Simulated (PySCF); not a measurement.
Compound: SbMe2Cl, C2H6ClSb.
Bonds: Sb1–C2, Sb1–C6, Sb1–Cl10. Hydrogens: H3, H4, H5 on C2; H7, H8, H9 on C6.

Method: PBE0-D3(BJ)/def2-SVP geometry optimisation, gas phase, def2 core potentials past Kr in PySCF 2.14.0; density fitting, grid level 1; the optimiser is geomeTRIC in internal coordinates, started from a GFN2-xTB structure with every atom displaced at random (about 0.03 Å).

Step 0: E = -21220.9614 eV
```
atom  x, y, z in Å  |  force x, y, z in eV/Å
Sb1    -0.2617   -0.6426    1.1997   -0.687   1.546  -0.226
C2      1.4829   -0.5514    0.0020    0.201  -0.659   0.421
H3      1.9405    0.4057    0.1225    0.713   1.011   0.478
H4      1.3461   -0.6629   -1.0474   -0.740  -0.217  -1.287
H5      2.1466   -1.3593    0.2932    0.510  -0.158   0.323
C6     -1.2191    1.0518    0.0148    2.722  -0.643   0.432
H7     -2.2368    1.1040    0.2421   -2.131   0.010   0.340
H8     -1.0231    0.8422   -1.0475   -0.106   0.029   0.118
H9     -0.7299    1.9898    0.3334   -0.020  -0.105  -0.147
Cl10   -1.3209   -2.2541   -0.1083   -0.463  -0.813  -0.453
```

Task: Estimate the geometry and energy of step 1. (The exact step hangs on the optimiser's Hessian estimate; all steps are aligned on step 0, rigid shifts and turns removed.)

Result: E = -21221.2232 eV, largest force 0.435 eV/Å
```
atom  x, y, z in Å  |  force x, y, z in eV/Å
Sb1    -0.3216   -0.5696    1.1520    0.201  -0.376   0.088
C2      1.5148   -0.5350   -0.0083    0.058  -0.086  -0.095
H3      2.0090    0.4403    0.1328   -0.012  -0.037   0.077
H4      1.3212   -0.6751   -1.0838   -0.154   0.007   0.096
H5      2.1882   -1.3374    0.3289   -0.014   0.075   0.032
C6     -1.1961    1.0299    0.0379    0.010   0.070   0.031
H7     -2.2700    1.0865    0.2619    0.013   0.054  -0.128
H8     -1.0106    0.8085   -1.0195   -0.159   0.153  -0.114
H9     -0.6994    1.9664    0.3336   -0.049   0.048  -0.075
Cl10   -1.4108   -2.2913   -0.1312    0.105   0.092   0.087
```

The energy changes by -0.2619 eV. The first-order estimate −F·Δx gives -0.5913 eV and the mean of the old and new forces, exact on a quadratic surface, -0.2590 eV. The step makes an angle of 51° with the force vector and moves no atom by more than 0.106 Å.

What follows is the cost of the whole optimisation. Time: 50 s of wall time; peak memory 0.40 GiB. Hardware: Arm Neoverse V2, one thread (shared host).
